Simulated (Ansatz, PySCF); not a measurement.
Breaking the H–H spacing in H6 chain (multiplicity 1 held). Energies count from the point at 0.900 Å.
Geometry at that point (charge 0, multiplicity 1):
```xyz
6

H      0.0000     0.0000     0.0000
H      0.0000     0.0000     0.9000
H      0.0000     0.0000     1.8000
H      0.0000     0.0000     2.7000
H      0.0000     0.0000     3.6000
H      0.0000     0.0000     4.5000
```

Restricted levels (R-, RO-) in cc, def2 and unpolarised 6-31G sets keep to the state of the molecule at rest. U- levels take the lowest unrestricted solution at each point, which mixes spins at long bonds. Active spaces are followed from rest. Curves can end on different states.

Rows in 6-31G* carry no dispersion term and start afresh at each structure (6-31G* with six Cartesian d functions).

Run with Ansatz (Gaussian orbitals); PySCF for 6-31G* rows. Each number belongs to the level named beside it.

```tsv
level	energy at R = 3.600 Å (kcal/mol)
U-HF/cc-pVTZ	158.91
U-PBE/cc-pVTZ	258.26
R-B3LYP/6-31G*	432.06
R-wB97X-V/cc-pVTZ	494.61
U-MP2/cc-pVTZ	233.02
U-CCSD/cc-pVTZ	248.95
CASSCF(6,6)/cc-pVTZ	203.87
SC-NEVPT2 on CASSCF(6,6)/cc-pVTZ	?
FIC-MRCISD+Q on CASSCF(6,6)/cc-pVTZ	250.69
```

Question: What belongs in the gaps?

Answer: 
- SC-NEVPT2 on CASSCF(6,6)/cc-pVTZ, energy at R = 3.600 Å (kcal/mol): 238.90

Doubts at one or more of the structures used: a spin-contaminated determinant (U-HF/cc-pVTZ, U-PBE/cc-pVTZ, U-MP2/cc-pVTZ, U-CCSD/cc-pVTZ); a restricted determinant that unrestricted orbitals would lower (R-B3LYP/6-31G*, R-wB97X-V/cc-pVTZ).

Ansatz is a first-principles code.
